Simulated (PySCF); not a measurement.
H2STe, SMILES S[TeH].

Geometry: PBE-D3(BJ)/def2-TZVP. The def2 effective core potentials stand for the cores of Te; spin–orbit coupling is left out.

Method: PBE-D3(BJ)/def2-TZVP in PySCF.

Frequencies are harmonic and unscaled.

Q: Give all harmonic wavenumbers and intensities. (The exact figures need the calculation; the answer reports its results.)

A: 
```
mode  ν (cm⁻¹)  IR (km/mol)  Raman (Å⁴/amu)  depolarisation  moving atoms (share of kinetic energy)
----  --------  -----------  --------------  --------------  --------------------------------------
1          348          4.7            13.4            0.23                         S 77 %, Te 20 %
2          367          8.5            12.8            0.74                                  H 96 %
3          628         10.2            23.3            0.58                                  H 97 %
4          753          4.1            11.5            0.49                                  H 97 %
5         2015         55.6           207.6            0.27                                  H 99 %
6         2590          0.1           128.1            0.26                                  H 97 %
```
